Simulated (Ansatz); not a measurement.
The cluster Nb2S2 (the lowest singlet isomer of a short search) was relaxed with B3LYP-D4 (def2-SVP) in Ansatz in these states: neutral quintet, neutral triplet. The geometries follow in no particular order.

In the def2 sets Nb takes a core potential; there is no spin–orbit coupling.

A:

```xyz
4

Nb   -0.214    0.671   -1.051
Nb    0.214   -0.671    1.051
S     0.713   -1.507   -1.108
S    -0.713    1.506    1.108
```

B:

Cartesian coordinates in Å:
```
Nb 1.189 0.019 -0.227
Nb -1.026 -0.428 0.480
S -0.373 -0.917 -1.751
S 0.209 1.326 1.498
```

Problem. Judge from the bond lengths which geometry belongs to which state (an estimate).

Solution. A is the neutral quintet (Nb1–Nb2 2.531 Å, Nb1–S4 2.368 Å, Nb2–S3 2.368 Å); B is the neutral triplet (Nb1–Nb2 2.368 Å, Nb1–S4 2.376 Å, Nb2–S3 2.376 Å).

At PBE0-D4/def2-TZVP a broken-symmetry singlet lies 0.75 eV below the neutral quintet. At PBE0-D4/def2-TZVP a broken-symmetry singlet lies 0.45 eV below the neutral triplet. These are the stationary points nearest to one start from a short search; other shapes may lie lower in each state.
